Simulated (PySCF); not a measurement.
## Charge on either side of a bond

C₆H₁₀O₂.
Numbering: `[CH:1]#[C:2][CH2:3][CH2:4][O:5][CH2:6][O:7][CH3:8]` (hydrogens: H9 on C1; H10, H11 on C3; H12, H13 on C4; H14, H15 on C6; H16, H17, H18 on C8)

Structure used (GFN2-xTB), in Å, numbered top down from 1:
```
atom  x, y, z in Å
C1     3.6009   -0.5141    1.1620
C2     2.8010    0.1519    0.5725
C3     1.8303    0.9321   -0.1677
C4     0.6790    0.0633   -0.6764
O5    -0.1448   -0.2820    0.4248
C6    -1.2081   -1.1127    0.0905
O7    -2.1676   -0.5055   -0.7205
C8    -2.8807    0.5264   -0.0698
H9     4.3012   -1.0882    1.6910
H10    2.3250    1.4073   -1.0188
H11    1.4205    1.7083    0.4831
H12    1.0642   -0.8530   -1.1485
H13    0.0914    0.6162   -1.4224
H14   -0.8636   -1.9911   -0.4768
H15   -1.6424   -1.4285    1.0512
H16   -2.2039    1.2998    0.3045
H17   -3.4600    0.1242    0.7692
H18   -3.5513    0.9517   -0.8129
```

Atomic charges (e) from the PBE0/pcSseg-1 density (PySCF):

```csv
atom,Mulliken,IAO,Hirshfeld,ESP-fitted
C1,-0.3671,-0.2569,-0.1294,-0.5101
C2,+0.1605,-0.0197,-0.0412,+0.0876
C3,-0.1622,-0.2780,-0.0545,-0.2498
C4,+0.0439,-0.0416,+0.0086,+0.2337
O5,-0.5201,-0.4015,-0.1391,-0.3369
C6,+0.3001,+0.1328,+0.0669,-0.0235
O7,-0.5216,-0.4014,-0.1510,-0.3277
C8,-0.0420,-0.2091,-0.0443,-0.0709
H9,+0.0392,+0.1984,+0.0879,+0.3222
H10,+0.1542,+0.1682,+0.0611,+0.1188
H11,+0.1607,+0.1749,+0.0575,+0.1448
H12,+0.1124,+0.1270,+0.0371,+0.0478
H13,+0.1185,+0.1309,+0.0349,+0.0321
H14,+0.1024,+0.1303,+0.0407,+0.1221
H15,+0.1034,+0.1301,+0.0409,+0.1473
H16,+0.1041,+0.1331,+0.0348,+0.0892
H17,+0.0927,+0.1246,+0.0387,+0.0730
H18,+0.1209,+0.1580,+0.0504,+0.1002
```

Task: Cut each of the bonds C1–C2, C2–C3, C3–C4, C4–O5, C6–O5, O7–C6 and C8–O7 in turn and sum the charges on the side of the atom named first.

Result: In e; the other side holds the opposite charge:

| bond cut | piece | atoms | Mulliken | IAO | Hirshfeld | ESP-fitted |
| --- | --- | --- | --- | --- | --- | --- |
| C1–C2 | CH | 2 | -0.328 | -0.059 | -0.041 | -0.188 |
| C2–C3 | C2H | 3 | -0.167 | -0.078 | -0.083 | -0.100 |
| C3–C4 | C3H3 | 6 | -0.015 | -0.013 | -0.019 | -0.086 |
| C4–O5 | C4H5 | 9 | +0.260 | +0.203 | +0.062 | +0.227 |
| C6–O5 | C2H5O | 8 | +0.260 | +0.198 | +0.077 | +0.110 |
| O7–C6 | CH3O | 5 | -0.246 | -0.195 | -0.071 | -0.136 |
| C8–O7 | CH3 | 4 | +0.276 | +0.207 | +0.080 | +0.192 |

Extremes among these pieces. Mulliken: lowest CH at C1, highest CH3 at C8; IAO: lowest CH3O at O7, highest CH3 at C8; Hirshfeld: lowest C2H at C2, highest CH3 at C8; ESP-fitted: lowest CH at C1, highest C4H5 at C4.

Task: Do the schemes agree better on the pieces than on the single atoms at the cuts?

Result: The spread between schemes averages 0.172 e for the pieces and 0.277 e for the atoms named first; it is smaller for the piece at 6 of the 7 cuts. On average they agree better on the pieces.

Isolated species at its GFN2-xTB geometry (one conformer only).
